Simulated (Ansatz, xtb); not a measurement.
# Two isomers of C6H3FSe

Structure a is `C#Cc1[se]ccc1F`, a singlet and structure b is `C#Cc1cc(F)c[se]1`, a singlet. Both are isolated molecules in the gas phase, relaxed with r2SCAN-D4/def2-SVP.

Quicker runs give these differences E(b) − E(a): GFN2-xTB −0.97 kcal/mol; HF/STO-3G +0.85 kcal/mol (at GFN2-xTB geometries); r2SCAN-D4/def2-SVP//GFN2-xTB +0.22 kcal/mol.

Task: Estimate E(b) − E(a) at the level CCSD(T)/def2-SVP + ΔMP2/def2-TZVPP.

Result: CCSD(T)/def2-SVP + ΔMP2/def2-TZVPP gives E(b) − E(a) = −0.23 kcal/mol, slightly favouring structure b, which is too small a margin to settle the true order.

How the difference moves with the method:

```csv
level,geometry,E(b) − E(a) (kcal/mol),departure from the last row (kcal/mol),"job, with rough time for the two"
GFN2-xTB,GFN2-xTB,−0.97,−0.73,"optimisation, 0.21 s"
HF/STO-3G,GFN2-xTB,+0.85,+1.09,"single point, 1 s"
r2SCAN-D4/def2-SVP//GFN2-xTB,GFN2-xTB,+0.22,+0.45,"single point, 9.6 s"
r2SCAN-D4/def2-SVP,r2SCAN-D4/def2-SVP,+0.19,+0.42,"optimisation, 78 s"
HF/def2-SVP,r2SCAN-D4/def2-SVP,+0.15,+0.38,part of the CCSD(T) run
MP2/def2-SVP,r2SCAN-D4/def2-SVP,−0.06,+0.17,part of the CCSD(T) run
CCSD(T)/def2-SVP,r2SCAN-D4/def2-SVP,+0.12,+0.35,single point
CCSD(T)/def2-SVP + ΔMP2/def2-TZVPP,r2SCAN-D4/def2-SVP,−0.23,,"single point, 4.1 min"
```

As drawn, both hold the same kinds of bond in the same numbers.

The largest departure from CCSD(T)/def2-SVP + ΔMP2/def2-TZVPP is that of HF/STO-3G, 1.09 kcal/mol. The last row adds to CCSD(T) the change of the MP2 difference between the two basis sets, here −0.35 kcal/mol.

With thermal terms from frequencies at re-optimised GFN2-xTB minima (ideal gas, soft modes damped towards free rotors, one conformer each, 298.15 K, 1 atm): on the last row, ΔE + ΔZPE = −0.26, ΔH = −0.28, ΔG = −0.25 kcal/mol.

The correlated steps freeze 16 core orbitals; the filled d shell of Se is correlated, in a basis made for valence electrons. Run with Ansatz 0.2.0, xtb 6.7.1; the last row on 2 threads of Arm Neoverse V1 on a shared host.
